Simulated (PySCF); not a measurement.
## Tl⁴⁺: fine-structure interval

Tl⁴⁺ [Xe] 4f14 5d9 [5d3/2^4 5d5/2^5, M_J = 5/2] → Tl⁴⁺ [Xe] 4f14 5d9 [5d3/2^3 5d5/2^6, M_J = 3/2], as a difference of total energies. All numbers are calculated (PySCF 2.14, the two-component X2C-1e Hamiltonian, in x2c-SVPall-2c (7s11p7d2f, 89 functions)). Correlated levels: [Kr] 4d10 4f14 frozen; the 22 highest virtual spinors dropped. "Screened" scales the spin-orbit matrix elements by Boettger's factors to mimic the two-electron term; Breit and QED terms are absent.

```csv
method,fine-structure interval (cm⁻¹)
GHF (screened spin-orbit),17259
GMP2 (screened spin-orbit),18262
GHF (bare spin-orbit),19846
```
